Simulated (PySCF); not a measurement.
SMILES [SiH2]([Si](F)(F)F)[SiH2]CC, GFN2-xTB optimised geometry.

```
17

C     -1.52    -3.10     3.43
C     -0.01    -2.90     3.38
Si     0.57    -2.04     1.78
Si    -0.54     0.00     1.57
Si     0.37     1.37     0.00
F      0.05     0.99    -1.51
F      1.97     1.37     0.00
F      0.06     2.93     0.00
H     -1.81    -3.61     4.35
H     -2.03    -2.14     3.40
H     -1.86    -3.69     2.59
H      0.48    -3.88     3.47
H      0.31    -2.33     4.25
H      0.28    -2.93     0.65
H      2.03    -1.89     1.85
H     -1.97    -0.15     1.21
H     -0.59     0.76     2.84
```

Density from PBE/def2-SVP in PySCF 2.14.0 at that geometry.

Minimum of the electron density along straight lines between bonded atoms, close to the bond critical point (lines longer than 1.1 times the sum of covalent radii, or with two minima, are not listed):

```
bond     length / Å  ρ at the minimum / e bohr⁻³  ∇²ρ there / e bohr⁻⁵  position (fraction from the first atom)
-------  ----------  ---------------------------  --------------------  ---------------------------------------
C1–C2         1.524                            …                 -0.50                                     0.50
C2–Si3        1.907                        0.110                  0.29                                     0.62
Si3–Si4       2.331                            …                     …                                     0.35
Si5–F6        1.594                        0.125                  1.15                                     0.42
Si5–F7        1.595                        0.124                  1.17                                     0.42
Si5–F8        1.592                        0.125                  1.16                                     0.42
C1–H9         1.089                        0.274                 -0.99                                     0.63
C1–H10        1.089                        0.274                 -0.98                                     0.63
C1–H11        1.088                        0.275                 -0.99                                     0.63
C2–H12        1.091                        0.270                 -0.95                                     0.63
C2–H13        1.092                        0.270                 -0.95                                     0.63
Si3–H14       1.472                        0.115                  0.30                                     0.49
Si3–H15       1.471                        0.115                  0.30                                     0.49
Si4–H16       1.476                        0.113                  0.30                                     0.49
Si4–H17       1.476                        0.113                  0.30                                     0.49
```

Q: Some entries are withheld; supply them.

A: 
- C1–C2, ρ at the minimum / e bohr⁻³: 0.238
- Si3–Si4, ρ at the minimum / e bohr⁻³: 0.090
- Si3–Si4, ∇²ρ there / e bohr⁻⁵: -0.06
